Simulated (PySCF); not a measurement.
Al(H)2(SeH) (AlH3Se), SMILES [SeH][AlH2]. Atoms are numbered in the order given.

```xyz
5

Al     0.0033    -1.5924     0.0000
H     -1.3976    -2.3193     0.0000
H      1.3960    -2.3369     0.0000
Se    -0.0431     0.7221     0.0000
H      1.4230     0.8062     0.0000
```

Geometry: r2SCAN-D4/def2-TZVP.

Method: M06-2X/def2-TZVPD in PySCF.

```yaml
total_energy: -2645.81398 hartree
point_group: Cs
highest_occupied_level: -8.49 eV
lowest_empty_level: -0.93 eV
orbital_gap: 7.56 eV
dipole_moment: 0.89 D
quadrupole, principal values (traceless, Buckingham form, about the centre of nuclear charge): -2.34, 0.35, 1.99 D·Å
mean_static_polarisability: 59.9 bohr³ (8.87 Å³)
polarisability_principal_values: 49.8, 56.2, 73.6 bohr³
```
